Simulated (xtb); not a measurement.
NP, charge +1, quartet, at a GFN2-xTB geometry of the parent state (a state made from the parent by changing its charge; the spin is typed, not shown lowest); xtb with GFN0-xTB.

xtb was given this input:
```
$ xtb mol.xyz --gfn 0 --chrg 1 --uhf 3 --json

# file mol.xyz
2

N     -0.00000000    -0.00000000    -1.04207804
P      0.00000000     0.00000000     0.48630309
```

### Question
Write the output that xtb gives for this input, abridged.

### Answer

```
   ID    Z sym.   atoms
    1    7 N      1
    2   15 P      2

           -------------------------------------------------
          |                Calculation Setup                |
           -------------------------------------------------

           -------------------------------------------------
          |                 G F N 0 - x T B                 |
           -------------------------------------------------

          ...................................................
          :                      SETUP                      :
          :.................................................:
          :  # basis functions                  14          :
          :  # atomic orbitals                  13          :
          :  # shells                            5          :
          :  # electrons                         9          :
          :  electronic temp.          300.0000000     K    :
          :  accuracy                    1.0000000          :
          :  -> integral cutoff          0.2500000E+02      :
          :  -> integral neglect         0.1000000E-07      :
          ...................................................

         :::::::::::::::::::::::::::::::::::::::::::::::::::::
         ::                     SUMMARY                     ::
         :::::::::::::::::::::::::::::::::::::::::::::::::::::
         :: total energy              -3.124254122056 Eh    ::
         :: gradient norm              0.108485983775 Eh/a0 ::
         :: HOMO-LUMO gap              0.000000000000 eV    ::
         ::.................................................::
         :: H0 energy                 -4.772192592826 Eh    ::
         :: repulsion energy           0.041599083247 Eh    ::
         :: electrostat energy         1.606493073697 Eh    ::
         :: -> Gsolv                   0.000000000000 Eh    ::
         ::    -> Gsasa                0.000000000000 Eh    ::
         ::    -> Gshift               0.000000000000 Eh    ::
         :: dispersion energy         -0.000153686175 Eh    ::
         :: short-range corr.          0.000000000000 Eh    ::
         :: add. restraining           0.000000000000 Eh    ::
         :: total charge               1.000000000000 e     ::
         :::::::::::::::::::::::::::::::::::::::::::::::::::::

           -------------------------------------------------
          |                Property Printout                |
           -------------------------------------------------

    * Orbital Energies and Occupations

         #    Occupation            Energy/Eh            Energy/eV
      -------------------------------------------------------------
         1        2.0000           -0.7557112             -20.5639
         2        2.0000           -0.5662070             -15.4073
         3        1.5000           -0.4569767             -12.4350
         4        1.5000           -0.4569767             -12.4350
         5        1.0000           -0.4383150             -11.9272
         6        0.5000           -0.3164769              -8.6118 (HOMO)
         7        0.5000           -0.3164769              -8.6118 (LUMO)
         8                         -0.1847933              -5.0285
         9                         -0.0551466              -1.5006
        10                         -0.0551466              -1.5006
        11                          0.0507637               1.3814
        12                          0.0507637               1.3814
        13                          0.9651268              26.2624
      -------------------------------------------------------------
                  HL-Gap            0.0000000 Eh            0.0000 eV
             Fermi-level            0.0000000 Eh            0.0000 eV

     #   Z          covCN         q      C6AA      α(0)
     1   7 N        0.861     0.576    13.092     5.258
     2  15 P        0.861     0.424   169.026    24.093

 Mol. C6AA /au·bohr⁶  :        273.288787
 Mol. C8AA /au·bohr⁸  :      12840.096504
 Mol. α(0) /au        :         29.350997

Wiberg/Mayer (AO) data.
largest (>0.10) Wiberg bond orders for each atom

 ---------------------------------------------------------------------------
     #   Z sym  total        # sym  WBO       # sym  WBO       # sym  WBO
 ---------------------------------------------------------------------------
     1   7 N    1.634 --     2 P    1.634
     2  15 P    1.634 --     1 N    1.634
 ---------------------------------------------------------------------------

Topologies differ in total number of bonds
Writing topology from bond orders to xtbtopo.mol

 dipole moment from electron density (au)
     X       Y       Z
  -0.0000   0.0000   1.0597  total (Debye):    2.694

           -------------------------------------------------
          | TOTAL ENERGY               -3.124254122056 Eh   |
          | GRADIENT NORM               0.108485983775 Eh/α |
          | HOMO-LUMO GAP               0.000000000000 eV   |
           -------------------------------------------------

normal termination of xtb
```
